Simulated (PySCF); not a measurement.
C2H5FSSi2.
Geometry (PBE0-D3(BJ)/def2-SVP, Å), atoms numbered from 1 in this order:
```
atom  x, y, z in Å
C1    -1.8998    1.4628   -0.0758
C2    -1.5173    0.3078   -0.0718
Si3   -0.8819   -1.4012   -0.0907
F4    -0.9464   -1.9503    1.4325
S5     1.1076   -1.4332   -0.8268
Si6    1.8762    0.4053    0.0193
H7    -2.2432    2.4828   -0.0811
H8    -1.7023   -2.3025   -0.9293
H9     1.4464    0.5517    1.4384
H10    3.3572    0.2670   -0.0629
H11    1.4328    1.5838   -0.7768
```

Jobs on this species (11 atoms, 70 electrons) with PySCF (density fitting). Hardware of each: one thread of an Arm Neoverse V2, no GPU, on a shared host. Times come from a shared host and carry two figures at best. Peak memory is the resident size of the whole Python process, interpreter and libraries included.

```tsv
level and settings	work	basis functions	SCF cycles	wall time	peak memory
PBE0-D3(BJ)/def2-SVP, grid level 1	geometry optimisation from a GFN2-xTB start shaken at random	121	?	?	?
delta-SCF UKS SCAN, def2-TZVP on the ionised atom, pcseg-1 elsewhere, spin-free X2C	ΔSCF core ionisation, 9 holes	140	?	?	?
delta-SCF UKS PBE0, pcX-2 on the ionised atom, pcseg-1 elsewhere, spin-free X2C	ΔSCF core ionisation, 9 holes	163	?	?	?
delta-SCF UKS SCAN, pcX-1 on the ionised atom, pcseg-1 elsewhere, spin-free X2C	ΔSCF core ionisation, 9 holes	143	143	39 s	0.57 GiB
delta-SCF UKS B3LYP, pcX-2 on the ionised atom, pcseg-1 elsewhere, spin-free X2C	ΔSCF core ionisation, 9 holes	163	130	73 s	0.77 GiB
delta-SCF UKS SCAN, pcX-2 on the ionised atom, pcseg-1 elsewhere, non-relativistic	ΔSCF core ionisation, 9 holes	163	145	42 s	0.71 GiB
delta-SCF UKS SCAN, pcX-2 on the ionised atom, pcseg-1 elsewhere, spin-free X2C	ΔSCF core ionisation, 9 holes	163	145	52 s	0.61 GiB
delta-SCF UKS HF, pcX-2 on the ionised atom, pcseg-1 elsewhere, spin-free X2C	ΔSCF core ionisation, 9 holes	163	131	49 s	0.66 GiB
delta-SCF UKS PBE, pcX-2 on the ionised atom, pcseg-1 elsewhere, spin-free X2C	ΔSCF core ionisation, 9 holes	163	149	30 s	0.64 GiB
```

Fill in the missing figures.

- PBE0-D3(BJ)/def2-SVP, grid level 1; geometry optimisation from a GFN2-xTB start shaken at random: 63 s, 0.52 GiB, 82 SCF cycles
- delta-SCF UKS SCAN, def2-TZVP on the ionised atom, pcseg-1 elsewhere, spin-free X2C; ΔSCF core ionisation, 9 holes: 44 s, 0.57 GiB, 144 SCF cycles
- delta-SCF UKS PBE0, pcX-2 on the ionised atom, pcseg-1 elsewhere, spin-free X2C; ΔSCF core ionisation, 9 holes: 70 s, 0.84 GiB, 128 SCF cycles

What do all jobs in the table cost together?

About 7.7 min; the longest takes about 16 % of that, and about 2.4 times as long as the shortest.
